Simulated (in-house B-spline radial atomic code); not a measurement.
Values are calculated unless marked as measured or tabulated.
Weak and strong correlation along the adiabatic connection

Two-electron singlets in several external potentials (atomic units), by full CI in B-splines with partial waves to l = 8 (correlation energies up to 0.6 % small). The repulsion is scaled by λ at fixed density; W(λ) is the mean repulsion less the Hartree energy, W(0) = E_x, and the area under W from 0 to 1 is E_xc.

One system gave this curve:

```csv
λ,W (hartree)
0,-1.0942
0.02,-1.0961
0.05,-1.0989
0.12,-1.1053
0.25,-1.1167
0.4,-1.129
0.6,-1.1443
0.8,-1.1585
1,-1.1716
1.4,-1.195
2,-1.2245
3,-1.2629
4.5,-1.304
7,-1.3485
10,-1.382
```

Question: Which system is it?
A. −Z/r, Z = 1.5, wall at 2 bohr
B. −Z/r, Z = 1.6
C. −Z/r, Z = 19
D. −Z/r, Z = 0.626, wall at 0.708 bohr

Answer: A. The exchange energy sets the size: −Z/r, Z = 1.5, wall at 2 bohr: E_x = -1.09, E_c = -0.0413; −Z/r, Z = 19: E_x = -11.7, E_c = -0.0459; −Z/r, Z = 0.626, wall at 0.708 bohr: E_x = -2.56, E_c = -0.0505; −Z/r, Z = 1.6: E_x = -0.773, E_c = -0.0411 hartree.
